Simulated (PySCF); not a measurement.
C5H10OSSi2, SMILES CO[SiH2][SiH2]c1cccs1, GFN2-xTB optimised geometry.

```
19

C     -4.95    -3.41     2.56
O     -3.93    -2.94     1.72
Si    -2.96    -1.66     1.95
Si    -1.71    -1.80     0.02
C     -0.52    -0.35     0.00
C      0.84    -0.35     0.00
C      1.42     0.94     0.00
C      0.48     1.92     0.00
S     -1.11     1.28     0.00
H     -5.41    -4.27     2.08
H     -4.54    -3.70     3.53
H     -5.70    -2.63     2.72
H     -3.76    -0.44     2.13
H     -2.23    -1.80     3.22
H     -0.85    -2.98    -0.12
H     -2.48    -1.72    -1.24
H      1.42    -1.26     0.00
H      2.48     1.12     0.00
H      0.63     2.98     0.00
```

Density from PySCF with CAM-B3LYP/def2-SVP at that geometry.

Minimum of the electron density along straight lines between bonded atoms, close to the bond critical point (lines longer than 1.1 times the sum of covalent radii, or with two minima, are not listed):

```tsv
bond	length / Å	ρ at the minimum / e bohr⁻³	∇²ρ there / e bohr⁻⁵	position (fraction from the first atom)
C1–O2	1.393	0.260	-0.30	0.34
O2–Si3	1.625	0.129	1.09	0.59
Si4–C5	1.876	0.111	0.37	0.38
C5–C6	1.363	0.322	-0.81	0.51
C6–C7	1.412	0.299	-0.75	0.50
C7–C8	1.357	0.326	-0.84	0.49
C5–S9	1.736	0.210	-0.42	0.46
C8–S9	1.719	0.218	-0.49	0.47
C1–H10	1.091	0.284	-1.10	0.64
C1–H11	1.093	0.282	-1.08	0.64
C1–H12	1.092	0.282	-1.08	0.64
Si3–H13	1.474	0.116	0.32	0.49
Si3–H14	1.476	0.116	0.31	0.49
Si4–H15	1.472	0.115	0.32	0.49
Si4–H16	1.473	0.115	0.32	0.49
C6–H17	1.075	0.285	-1.11	0.64
C7–H18	1.076	0.284	-1.10	0.64
C8–H19	1.072	0.286	-1.13	0.65
```
